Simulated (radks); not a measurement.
Values are calculated unless marked as measured or tabulated.
Coulomb parameter of the 3d shell of the zinc ion Zn2+ in the model configuration [Ar] 3d9 4s1, as a second difference U = [E(n + 0.25) + E(n - 0.25) - 2 E(n)] / (0.25)^2 with all orbitals relaxed. "Bare": the charge of the atom changes with n. "Screened": the 4s shell takes up the change at fixed total charge, which measures U(3d,3d) + U(4s,4s) - 2 U(3d,4s). Level of theory: scalar-relativistic Kohn-Sham, LDA (Slater exchange, Perdew-Wang correlation), spin-unpolarised, spherical densities, point nucleus (a radial shooting solver on a logarithmic mesh with Libxc functionals).

case,configuration,E - E(n) (eV)
start,[Ar] 3d9 4s1,0.000
bare +0.25,[Ar] 3d9.25 4s1,-8.966
bare -0.25,[Ar] 3d8.75 4s1,10.202
screened +0.25,[Ar] 3d9.25 4s0.75,-2.982
screened -0.25,[Ar] 3d8.75 4s1.25,3.302

U(bare) = 19.775 eV, U(screened by 4s) = 5.122 eV, against the Slater integral F0(3d,3d) = 30.379 eV with frozen orbitals.
